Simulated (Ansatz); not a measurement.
Results of the Gaussian-basis code of Ansatz.

Basis-set series for `CB[SiH2][AlH2]`. Charge 0, multiplicity 1. The geometry is a stationary point of PBE0-D4/def2-TZVP. It is one conformer, not always the lowest.

Z-matrix (Å, degrees):
```
C
B 1 1.555
H 1 1.094 2 113.2
H 1 1.091 2 116.2 3 -128.6
H 1 1.103 2 104.8 3 113.7
Si 2 1.992 1 123.5 3 138.2
H 2 1.202 1 118.5 3 -38.4
Al 6 2.463 2 101.8 1 -89.7
H 6 1.491 2 115.0 1 152.3
H 6 1.494 2 113.6 1 25.4
H 8 1.590 6 119.7 2 78.9
H 8 1.589 6 121.4 2 -99.3
```

| functional | basis | functions | energy (Eh) | HOMO (eV) | LUMO (eV) |
| --- | --- | --- | --- | --- | --- |
| PBE0-D4 | def2-SVP | 104 | -599.10619 | -7.14 | -2.40 |
| PBE0-D4 | def2-TZVPP | 258 | -599.36300 | -7.12 | -2.42 |
| ωB97M-V | def2-SVP | 104 | -599.32212 | -9.05 | -0.64 |
| ωB97M-V | def2-TZVPP | 258 | -599.58590 | -9.07 | -0.71 |

Q: Give the rows for def2-QZVPP. (Best estimate.)

A: The calculation gave: 
```
functional       basis  functions  energy (Eh)  HOMO (eV)  LUMO (eV)
   PBE0-D4  def2-QZVPP        494   -599.38401      -7.12      -2.43
   ωB97M-V  def2-QZVPP        494   -599.60631      -9.07      -0.76
```
